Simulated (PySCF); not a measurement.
Compound: C₂H₅F₃OSi.
Geometry (GFN2-xTB, Å), atoms numbered from 1 in this order:
```
atom  x, y, z in Å
C1     1.3369   -0.9475   -0.2277
Si2    0.0929    0.4373   -0.5634
O3     0.5566    1.9136   -0.1006
C4    -1.4666   -0.0422    0.5205
F5    -1.9200   -1.2943    0.3133
F6    -2.5232    0.7725    0.3240
F7    -1.1905    0.0346    1.8474
H8     2.2683   -0.7680   -0.7564
H9     0.9581   -1.9135   -0.5489
H10    1.5709   -1.0281    0.8329
H11   -0.3703    0.6353   -1.9244
H12    0.6880    2.1995    0.8014
```

The calculation used PySCF 2.14.0, density-fitted response routines, TDDFT CAM-B3LYP/def2-SVPD, vertical, gas phase, core orbitals frozen in the response.

Transition dipole moments from the ground state, in atomic units and in the frame of the coordinates above (overall signs are arbitrary), for the states with f of 0.002 or more among the lowest 7:

```
state  E (eV)      μx      μy      μz
   S1   7.668  -0.201   0.078  -0.067
   S2   8.238  -0.143   0.168   0.066
   S3   8.637  -0.357   0.445  -0.068
   S4   8.946  -0.023   0.171  -0.116
   S5   9.145   0.292  -0.152  -0.082
   S6   9.268  -0.145  -0.037   0.034
   S7   9.359   0.166  -0.249   0.061
```

(1) What oscillator strength does each state have?

(2) Which bond between heavy atoms lies closest to the direction of the S3 transition dipole?

(3) What angle do the transition dipoles of S2 and S5 make?

(4) How is the summed strength of these states shared among x, y and z?

(5) What peak molar absorption coefficient would the strongest computed level give as a lone Gaussian band 0.4 eV wide at half height?

## Answers

(1) f = (2/3) ΔE |μ|² with ΔE in hartree (27.2114 eV).

```
state  |μ|² (au)  |μ| (D)      f
   S1      0.051     0.57  0.010
   S2      0.053     0.59  0.011
   S3      0.330     1.46  0.070
   S4      0.043     0.53  0.009
   S5      0.115     0.86  0.026
   S6      0.024     0.39  0.005
   S7      0.093     0.78  0.021
```

(2) C1–Si2, at 5° from it; next C4–F6 at 14°.

(3) |cos θ| = |μa·μb| / (|μa| |μb|) = 0.93, so θ ≈ 21° (taken between 0 and 90°, since the signs are arbitrary).

(4) (2/3) Σ ΔE μα² gives 0.069 for x, 0.075 for y and 0.008 for z, 0.152 in all.

(5) ε(max) = 2.175×10⁸ f / FWHM, with the width in cm⁻¹. S3: 2.175×10⁸ × 0.0698 / 3226 ≈ 4700 L mol⁻¹ cm⁻¹.

One conformer stands for the species.

Without π bonds the low states may be Rydberg-like; a valence basis with one diffuse set may place them up to an eV too high.
